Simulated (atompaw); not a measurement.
# Reading a pseudo-wave (gold (Au))

Columns: radius, all-electron u(r) and pseudo u(r) of the 5d shell (level -11.23 eV) of gold in the configuration [Kr] 4d10 4f14 5s2 5p6 5d10 6s0.5 6p0; LDA (PW92), scalar-relativistic, PAW (atompaw) scheme, atompaw 4.2.0.5.

| r (bohr) | all-electron | pseudo |
| --- | --- | --- |
| 0.067 | 0.2075 | 0.0005 |
| 0.135 | 0.2343 | 0.0039 |
| 0.202 | -0.0428 | 0.0127 |
| 0.269 | -0.3039 | 0.0292 |
| 0.337 | -0.4122 | 0.0555 |
| 0.404 | -0.3722 | 0.0919 |
| 0.471 | -0.2390 | 0.1388 |
| 0.538 | -0.0619 | 0.1957 |
| 0.606 | 0.1271 | 0.2623 |
| 0.673 | 0.3016 | 0.3345 |
| 0.740 | 0.4538 | 0.4107 |
| 0.808 | 0.5812 | 0.4891 |
| 0.875 | 0.6799 | 0.5641 |
| 0.942 | 0.7539 | 0.6339 |
| 1.010 | 0.8067 | 0.6965 |
| 1.077 | 0.8402 | 0.7479 |
| 1.144 | 0.8584 | 0.7873 |
| 1.212 | 0.8644 | 0.8145 |
| 1.279 | 0.8606 | 0.8285 |
| 1.346 | 0.8492 | 0.8309 |
| 1.413 | 0.8321 | 0.8230 |
| 1.481 | 0.8104 | 0.8068 |
| 1.548 | 0.7860 | 0.7849 |
| 1.615 | 0.7594 | 0.7592 |
| 1.683 | 0.7311 | 0.7311 |
| 1.750 | 0.7024 | 0.7024 |

(1) How many radial nodes do the two functions have?

(2) Where does each function peak?

(3) Is the pseudo-wave norm-conserving?

Answers

(1) The all-electron 5d function has n − l − 1 = 2; the pseudo-wave has 0, since the states of the same l below it are removed with the core.

(2) Outermost all-electron maximum near 1.21 bohr, pseudo maximum near 1.35 bohr (to the table’s step).

(3) No, it belongs to a PAW set: the norm inside the radius is not constrained, and the difference is carried by the augmentation charge.
